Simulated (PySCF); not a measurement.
PySCF 2.14 output of an unrestricted B97-3 calculation on a single atom or ion in dyall-av2z (11s7p2d, 42 functions), with no relativity, point nucleus:

```
SCF conv_tol = 1e-09
number electrons alpha = 2  beta = 1
    T. W. Keal and D. J. Tozer.,  J. Chem. Phys. 123, 121103 (2005)
cycle= 1 E= -14.2064627456849  delta_E= -0.000761  |g|= 0.00434  |ddm|= 0.0246
cycle= 2 E= -14.2064684949316  delta_E= -5.75e-06  |g|= 0.000386  |ddm|= 0.0039
cycle= 3 E= -14.2064686599497  delta_E= -1.65e-07  |g|= 4.44e-05  |ddm|= 0.000838
cycle= 4 E= -14.2064686629694  delta_E= -3.02e-09  |g|= 2.97e-06  |ddm|= 0.000136
cycle= 5 E= -14.206468662976  delta_E= -6.6e-12  |g|= 2.46e-07  |ddm|= 6.37e-06
converged SCF energy = -14.206468662976  <S^2> = 0.75003019  2S+1 = 2.0000302
```

The run itself started from symmetry-adapted Hartree-Fock orbitals and held the occupation by maximum overlap, on a logarithmic radial grid, so the iterations belong to that start.

Task: Which element, charge and spin multiplicity is this?

Result: Be+ (beryllium, charge +1), multiplicity 2; the state was [He] 2p1, 2P determinant (an excited configuration).
